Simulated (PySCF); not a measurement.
A PySCF script (with the pyscf-properties extension) for the NMR shieldings of SMILES [SiH3]CS[SiH2]O[SiH2][SiH3], CH12OSSi4, on a GFN2-xTB geometry:

```python
import basis_set_exchange as bse
import numpy as np
from pyscf import gto, dft
from pyscf.prop import nmr

atoms = """
Si   -1.953307   -0.164961   -1.385536
C    -2.137374    1.421516   -0.352584
S    -0.508122    2.183172    0.018416
Si    0.062487    1.183062    1.818946
O     0.527223   -0.330347    1.541019
Si    1.515446   -1.520875    1.000413
Si    2.437567   -0.896880   -1.016657
H    -3.311609   -0.628424   -1.685863
H    -1.240019   -1.180127   -0.611025
H    -1.227146    0.157560   -2.611595
H    -2.686862    2.188212   -0.895492
H    -2.647749    1.252352    0.593301
H     1.171103    1.971157    2.321294
H    -1.107669    1.060242    2.673004
H     0.601671   -2.669719    0.991389
H     2.459470   -1.711214    2.109240
H     1.494600   -0.954125   -2.140788
H     3.538515   -1.809343   -1.353951
H     3.001970    0.457993   -1.010115
"""
names = dict.fromkeys(["Si", "C", "S", "O", "H"], "pcSseg-1")
basis = {el: gto.basis.parse(bse.get_basis(n, elements=[el], fmt="nwchem")) for el, n in names.items()}
mol = gto.M(atom=atoms, basis=basis, charge=0, verbose=0)
mf = dft.RKS(mol, xc="PBE0")
mf.grids.level = 2
mf.grids.alignment = dft.numint.BLKSIZE   # the property module wants whole blocks of grid points
mf.conv_tol = 1e-9
mf.kernel()

calc = nmr.RKS(mf)   # GIAO
C = mf.mo_coeff
Co = C[:, mf.mo_occ > 0]
resp = mf.gen_response(singlet=True, hermi=2)
def vind(x):   # induced exchange potential for any number of trial vectors
    d = np.einsum("pi,xij,qj->xpq", C, 2 * x.reshape(-1, C.shape[1], Co.shape[1]), Co, optimize=True)
    return np.einsum("xpq,pi,qj->xij", resp(d - d.transpose(0, 2, 1)), C, Co, optimize=True).ravel()
mo1, _ = nmr.rhf.solve_mo1(calc, with_cphf=vind)
sigma = calc.kernel(mo1)
for i, s in enumerate(sigma):   # ppm
    print("%2d %-2s %9.2f" % (i, mol.atom_pure_symbol(i), np.trace(s) / 3))
```

**Question.** Give the expected output.

**Answer.** 
```
 0 Si    413.46
 1 C     174.70
 2 S     599.96
 3 Si    364.75
 4 O     301.13
 5 Si    376.24
 6 Si    468.45
 7 H      27.42
 8 H      27.70
 9 H      27.61
10 H      29.62
11 H      29.91
12 H      26.47
13 H      26.41
14 H      26.04
15 H      26.08
16 H      27.94
17 H      28.47
18 H      28.01
```

These numbers come from an equivalent density-fitted implementation of the same equations, which agrees with the script to about 0.01 ppm for H and up to a few tenths of a ppm for heavy atoms, so last digits may differ.

**Question.** Turn these shieldings into chemical shifts. Referencing at the same level of theory: 29Si (349.16 ppm) and 13C (186.93 ppm) and 1H (31.72 ppm) vs TMS; CS2 for 33S (503.73 ppm); 17O (336.08 ppm) against H2O.

**Answer.** Averaging equivalent atoms: Si 3: -15.6; Si 5: -27.1; Si 0: -64.3; Si 6: -119.3; C 1: 12.2; S 2: -96; O 4: 35.0; H 14/15: 5.65; H 12/13: 5.28; H 7/8/9: 4.14; H 16/17/18: 3.57; H 10/11: 1.95 ppm. Experimental scales use liquid or dissolved standards, which lie at an offset from isolated H2O (liquid H2O: subtract about 36 ppm).

Size and cost of the density-fitted run: 214 basis functions, 47 s wall time on 1 thread of an Arm Neoverse V1, shared host; peak memory 1.1 GiB.
